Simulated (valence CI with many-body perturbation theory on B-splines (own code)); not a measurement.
E1 line list for Pt LXXIII

Level of theory: configuration interaction combined with many-body perturbation theory (CI+MBPT): four valence electrons over a frozen Dirac-Fock core [He], radial functions for each j: 11 s, 11 p, 9 d, 7 f, 5 g, 2 h, 1 i, with the one-electron correlation potential Σ1 (screened to all orders), the two-electron term Σ2, the three-electron term Σ3, Breit, model QED; selected single and double excitations, second order for the rest (own B-spline code, finite nucleus).

The last digits are not significant, and no measured levels were compared; by estimate large intervals hold to a few tenths of a per cent, small ones and those within an open d or f shell to about a per cent. Among the levels kept, up to 310 cm⁻¹ of a level comes from second order outside the variational space, and about a tenth of that is noise between levels of different J, which matters for small intervals.

Lines 101 to 150 of 253 in falling wavelength, among levels below 14862 eV, chosen from the strongest by gf and those to the six lowest levels. Wavelengths and rates use the calculated energies. Electric multipoles are in the length gauge, E1 and E2 with the static RPA response of the core. Weak lines are less certain than strong ones. Lines between different terms over intervals too small for the method are left out, as are lines whose strength nearly cancels. The highest levels of a list are the least certain.

Levels are named by their leading jj configuration (3d3/2^4 stands for four electrons in 3d with j = 3/2), which in mixed levels can hold well under half, so a name can repeat and another be missing. Letters in brackets count levels of one name in rising energy.

```tsv
λ vac (nm)	Upper	Lower	A (s⁻¹)	S (a.u.) with core polarisation	S without
0.5505	(2s 2p1/2 2p3/2^2) J=2 [b]	(2s^2 2p1/2 2p3/2) J=1	2.27e+12	9.35e-04	9.36e-04
0.5493	(2s 2p1/2 2p3/2^2) J=1 [b]	(2s^2 2p1/2 2p3/2) J=1	5.64e+11	1.38e-04	1.38e-04
0.5481	(2s 2p3/2^3) J=1	(2s^2 2p3/2^2) J=2	2.88e+13	7.03e-03	7.04e-03
0.5459	(2p1/2^2 2p3/2^2) J=2	(2s 2p1/2^2 2p3/2) J=2	1.60e+13	6.42e-03	6.43e-03
0.5407	(2p1/2 2p3/2^3) J=2	(2s 2p1/2 2p3/2^2) J=3	8.26e+12	3.22e-03	3.23e-03
0.1256	(2s 2p1/2^2 3s) J=1	(2s 2p1/2^2 2p3/2) J=1	4.60e+13	1.35e-04	1.35e-04
0.1251	(2s 2p1/2^2 3s) J=0	(2s 2p1/2^2 2p3/2) J=1	2.82e+14	2.72e-04	2.72e-04
0.1251	(2p1/2^2 2p3/2 3s) J=2	(2p1/2^2 2p3/2^2) J=2	1.51e+14	7.30e-04	7.29e-04
0.1250	(2p1/2^2 2p3/2 3s) J=1	(2p1/2^2 2p3/2^2) J=2	2.48e+14	7.18e-04	7.17e-04
0.1246	(2s 2p1/2 2p3/2 3s) J=3	(2s 2p1/2 2p3/2^2) J=3	1.36e+14	9.10e-04	9.09e-04
0.1244	(2s 2p1/2^2 3s) J=1	(2s 2p1/2^2 2p3/2) J=2	2.55e+14	7.27e-04	7.26e-04
0.1243	(2s^2 2p1/2 3s) J=1	(2s^2 2p1/2 2p3/2) J=2	2.49e+14	7.08e-04	7.07e-04
0.1242	(2s 2p1/2 2p3/2 3s) J=2 [b]	(2s 2p1/2 2p3/2^2) J=3	2.09e+14	9.89e-04	9.87e-04
0.1241	(2s^2 2p1/2 3s) J=0	(2s^2 2p1/2 2p3/2) J=1	3.02e+14	2.85e-04	2.85e-04
0.1241	(2s^2 2p1/2 3s) J=1	(2s^2 2p1/2 2p3/2) J=1	4.90e+13	1.39e-04	1.38e-04
0.1240	(2s^2 2p3/2 3s) J=2	(2s^2 2p3/2^2) J=2	1.55e+14	7.28e-04	7.27e-04
0.1239	(2s^2 2p3/2 3s) J=1	(2s^2 2p3/2^2) J=2	2.55e+14	7.18e-04	7.17e-04
0.1170	(2s 2p1/2^2 3d3/2) J=1	(2s 2p1/2^2 2p3/2) J=1	2.46e+14	5.84e-04	5.84e-04
0.1170	(2s 2p1/2^2 3d3/2) J=2	(2s 2p1/2^2 2p3/2) J=1	1.16e+13	4.58e-05	4.58e-05
0.1160	(2s 2p1/2 2p3/2 3d3/2) J=2 [a]	(2s 2p1/2 2p3/2^2) J=2 [a]	1.74e+14	6.70e-04	6.70e-04
0.1160	(2s 2p1/2^2 3d3/2) J=1	(2s 2p1/2^2 2p3/2) J=2	5.51e+13	1.27e-04	1.27e-04
0.1159	(2s 2p1/2^2 3d3/2) J=2	(2s 2p1/2^2 2p3/2) J=2	3.35e+14	1.29e-03	1.29e-03
0.1159	(2s^2 2p1/2 3d3/2) J=2	(2s^2 2p1/2 2p3/2) J=2	2.98e+14	1.15e-03	1.15e-03
0.1158	(2s 2p1/2 2p3/2 3d3/2) J=2 [b]	(2s 2p1/2 2p3/2^2) J=3	2.45e+14	9.39e-04	9.40e-04
0.1158	(2s 2p1/2 2p3/2 3d5/2) J=2 [a]	(2s 2p1/2 2p3/2^2) J=1 [a]	2.94e+14	1.13e-03	1.13e-03
0.1157	(2s^2 2p1/2 3d3/2) J=2	(2s^2 2p1/2 2p3/2) J=1	3.28e+13	1.26e-04	1.26e-04
0.1156	(2s^2 2p1/2 3d3/2) J=1	(2s^2 2p1/2 2p3/2) J=2	5.21e+13	1.19e-04	1.19e-04
0.1155	(2s^2 2p3/2 3d3/2) J=2	(2s^2 2p3/2^2) J=2	1.86e+14	7.07e-04	7.07e-04
0.1155	(2s 2p1/2 2p3/2 3d5/2) J=1 [a]	(2s 2p1/2 2p3/2^2) J=1 [a]	5.08e+14	1.16e-03	1.16e-03
0.1155	(2s 2p1/2 2p3/2 3d5/2) J=3 [b]	(2s 2p1/2 2p3/2^2) J=2 [b]	1.72e+14	9.16e-04	9.17e-04
0.1154	(2s^2 2p3/2 3d3/2) J=3	(2s^2 2p3/2^2) J=2	4.66e+13	2.48e-04	2.48e-04
0.1154	(2s^2 2p1/2 3d3/2) J=1	(2s^2 2p1/2 2p3/2) J=1	2.83e+14	6.43e-04	6.44e-04
0.1154	(2s 2p1/2 2p3/2 3d5/2) J=2 [b]	(2s 2p1/2 2p3/2^2) J=1 [b]	4.87e+14	1.85e-03	1.85e-03
0.1154	(2s^2 2p3/2 3d3/2) J=1	(2s^2 2p3/2^2) J=2	3.60e+14	8.18e-04	8.19e-04
0.1154	(2s 2p1/2 2p3/2 3d5/2) J=2 [b]	(2s 2p1/2 2p3/2^2) J=2 [b]	7.85e+14	2.97e-03	2.97e-03
0.1153	(2s 2p1/2 2p3/2 3d5/2) J=1 [a]	(2s 2p1/2 2p3/2^2) J=0	1.25e+15	2.83e-03	2.83e-03
0.1153	(2s 2p1/2 2p3/2 3d5/2) J=1 [b]	(2s 2p1/2 2p3/2^2) J=1 [b]	1.33e+15	3.01e-03	3.01e-03
0.1152	(2s 2p1/2^2 3d5/2) J=2	(2s 2p1/2^2 2p3/2) J=1	1.68e+15	6.35e-03	6.36e-03
0.1152	(2s 2p1/2 2p3/2 3d5/2) J=1 [b]	(2s 2p1/2 2p3/2^2) J=2 [b]	3.62e+14	8.20e-04	8.21e-04
0.1152	(2s 2p1/2 2p3/2 3d5/2) J=0	(2s 2p1/2 2p3/2^2) J=1 [b]	1.94e+15	1.46e-03	1.46e-03
0.1144	(2s^2 2p3/2 3d5/2) J=1	(2s^2 2p3/2^2) J=0	1.92e+15	4.26e-03	4.26e-03
0.1144	(2s 2p1/2^2 3d5/2) J=3	(2s 2p1/2^2 2p3/2) J=2	1.89e+15	9.75e-03	9.76e-03
0.1144	(2s 2p1/2 2p3/2 3d5/2) J=3 [b]	(2s 2p1/2 2p3/2^2) J=3	1.45e+15	7.50e-03	7.51e-03
0.1143	(2s 2p1/2 2p3/2 3d5/2) J=4 [b]	(2s 2p1/2 2p3/2^2) J=3	2.42e+15	1.61e-02	1.61e-02
0.1143	(2s 2p1/2 2p3/2 3d5/2) J=2 [a]	(2s 2p1/2 2p3/2^2) J=2 [a]	1.25e+15	4.60e-03	4.60e-03
0.1143	(2s^2 2p1/2 3d5/2) J=2	(2s^2 2p1/2 2p3/2) J=2	1.96e+14	7.22e-04	7.22e-04
0.1143	(2s 2p1/2 2p3/2 3d5/2) J=3 [a]	(2s 2p1/2 2p3/2^2) J=2 [a]	2.51e+15	1.29e-02	1.29e-02
0.1143	(2s 2p1/2 2p3/2 3d5/2) J=2 [b]	(2s 2p1/2 2p3/2^2) J=3	2.91e+14	1.07e-03	1.07e-03
0.1143	(2s 2p1/2 2p3/2 3p3/2) J=3 [a]	(2s^2 2p3/2^2) J=2	2.40e+13	1.24e-04	1.24e-04
0.1142	(2s^2 2p1/2 3d5/2) J=3	(2s^2 2p1/2 2p3/2) J=2	1.89e+15	9.73e-03	9.74e-03
```
